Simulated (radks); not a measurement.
All-electron atom: Tb3+ in [Xe] 4f8. Method: scalar-relativistic Kohn-Sham, r2SCAN, spin-polarised, spherical densities, finite nucleus; open shells are filled with parallel spins first (spin-orbit coupling, left out, can overturn this in heavy ions); meta-GGA in the generalised Kohn-Sham scheme; Fermi nuclear charge, rms radius 5.06 fm; computed with a radial shooting solver on a logarithmic mesh with Libxc functionals.

X-ray form factor f0, the Fourier transform of the density (f0(0) = 62):

sin(theta)/lambda (1/angstrom),f0 (electrons)
0.05,61.373
0.1,59.593
0.15,56.933
0.2,53.745
0.25,50.363
0.3,47.043
0.4,41.100
0.5,36.230
0.6,32.201
0.8,25.857
1,21.348
1.25,17.743
1.5,15.426
2,11.852
